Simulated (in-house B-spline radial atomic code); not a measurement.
**RPA and G0W0 on BLYP: Sn III (Sn2+)**

Configuration [Kr] 4d10 5s2, mean-field start BLYP. Computed with an all-electron radial atomic-structure program (B-spline basis): all electrons, scalar-relativistic (spin-free one-electron X2C), finite nucleus, each spin shell either full or empty, empty states to l = 9 with an (l + 1/2)⁻⁴ tail; G0W0 by contour deformation at full frequency.

Command:
```bash
python run_gw.py task.json out
```
Settings (radii: box in bohr, nucleus in fm):
```
Z                        50
electrons                48
configuration            [Kr] 4d10 5s2
hamiltonian              x2c
method                   b88,lyp
lmax                     9
rms_radius               4.6519
spin_polarised           False
box_radius               17.55
intervals                69
ion_configuration        [Kr] 4d10 5s1
```

Cost of the run: 13 s on 1 thread of Arm Neoverse N1, with other jobs on the host.

Energies (hartree):

```tsv
term	value
mean-field total	-6175.99379
Hartree-Fock functional on these orbitals	-6173.03755
direct second order	-4.4226
second-order exchange	1.2164
SOSEX correction	1.1172
```

(1) What is the RPA correlation energy, and what remains with SOSEX?

Quasi-particle levels (eV):

```tsv
level	occupied	mean field	Σx - vxc	Σc	QP weight	G0W0
5s	yes	-26.134	-2.71	?	?	?
5p	no	-17.888	4.74	-1.47	0.941	-14.618
```

G0W0 = mean field + (Σx - vxc) + Σc, with Σc (partial-wave tail included) taken at the quasi-particle energy. Only the outer levels were computed. Levels of low weight are left out.

(2) Where does G0W0 put 5s?

(3) What does it cost to remove one electron (to [Kr] 4d10 5s1) by differences of total energies, each species on its own start (correlation terms add to the Hartree-Fock functional)?

## Answers

(1) RPA gives -3.8237 hartree (-2.17 eV per electron); RPA + SOSEX gives -2.7064, and the second-order doubles -3.2062 hartree (no singles). RPA lacks exchange-type terms and so overcorrelates at short range.

(2) At -30.96 eV, with Σc = -2.12 eV and a quasi-particle weight of 0.938. The tabulated removal energy is 30.506 ± 0.003 eV (NIST, measured); the calculation leaves out spin-orbit coupling, Breit and QED terms, and what these don't explain is the method's own error.

(3) BLYP 30.84 eV, Hartree-Fock functional 28.480 eV, + RPA 30.97 eV, + RPA + SOSEX 30.39 eV, + second order 32.02 eV. Tabulated: 30.506 ± 0.003 eV (NIST, measured); the calculation leaves out spin-orbit coupling, Breit and QED terms, and what these don't explain is the method's own error.
